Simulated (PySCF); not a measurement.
SMILES [SiH2]([SiH2][SiH2]N)Cl (H8ClNSi3) (PBE0/def2-SVP optimised geometry):

```
13

Si    -0.428     1.112     0.000
Cl    -1.064     3.098     0.000
Si    -1.274    -0.008    -1.878
Si    -0.201    -2.097    -1.793
N      0.023    -2.405    -0.090
H     -0.920     0.487     1.262
H      1.064     1.112     0.000
H     -0.949     0.747    -3.127
H     -2.763    -0.118    -1.756
H     -0.937    -3.150    -2.573
H      1.163    -1.977    -2.392
H     -0.796    -2.470     0.507
H      0.710    -3.098     0.192
```

Computed with PBE0/def2-TZVP (PySCF 2.14.0).

### Question
What are the frontier orbital energies and the dipole moment?

### Answer
HOMO-2 -8.74 eV, HOMO-1 -7.97 eV, HOMO -7.45 eV, LUMO -0.76 eV, LUMO+1 -0.20 eV; dipole moment 2.97 D.

Meta-Löwdin charges at PBE0/def2-TZVP: Si1 0.45, Cl2 -0.31, Si3 0.07, Si4 0.51, N5 -0.73, H6 -0.08, H7 -0.08, H8 -0.05, H9 -0.06, H10 -0.11, H11 -0.09, H12 0.24, H13 0.24.
